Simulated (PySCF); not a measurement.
(E)-1-bromo-2-fluoroprop-1-ene (C₃H₄BrF), SMILES C/C(F)=C\Br. Atoms are numbered in the order given.

```xyz
9

C     -1.3744    -1.6821     0.0000
C      0.0929    -1.4446     0.0000
F      0.8086    -2.5877     0.0000
C      0.7793    -0.2977     0.0000
Br    -0.0253     1.4117     0.0000
H     -1.6587    -2.2706     0.8880
H     -1.9301    -0.7372     0.0000
H     -1.6587    -2.2706    -0.8880
H      1.8692    -0.2934     0.0000
```

Geometry: B3LYP-D3(BJ)/def2-SVP.

Two levels are set side by side: PBE/pcSseg-1 (PySCF) and PBE0/pcSseg-1 (PySCF). GIAO shifts against CFCl3 (¹⁹F), TMS (¹H), TMS (¹³C) at the same level; non-relativistic, no solvent, atoms listed together averaged. Without spin–orbit terms, shifts of atoms bonded to Cl or Br come out too high at both levels. Differences are taken from unrounded values.

```json
[
 {"quantity": "δ(¹³C) of C1 (ppm)", "PBE0": "18.6", "PBE": "18.6", "PBE minus PBE0": "0.0"},
 {"quantity": "δ(¹³C) of C2 (ppm)", "PBE0": "174.3", "PBE": "173.0", "PBE minus PBE0": "-1.3"},
 {"quantity": "δ(¹⁹F) of F3 (ppm)", "PBE0": "-93.2", "PBE": "-102.0", "PBE minus PBE0": "-8.8"},
 {"quantity": "δ(¹³C) of C4 (ppm)", "PBE0": "111.1", "PBE": "108.7", "PBE minus PBE0": "-2.4"},
 {"quantity": "δ(¹H) of H9 (ppm)", "PBE0": "6.08", "PBE": "5.95", "PBE minus PBE0": "-0.13"}
]
```

Rough cost on one machine, each run with all the roots and properties that it gave: PBE0 against PBE within a factor of 2.
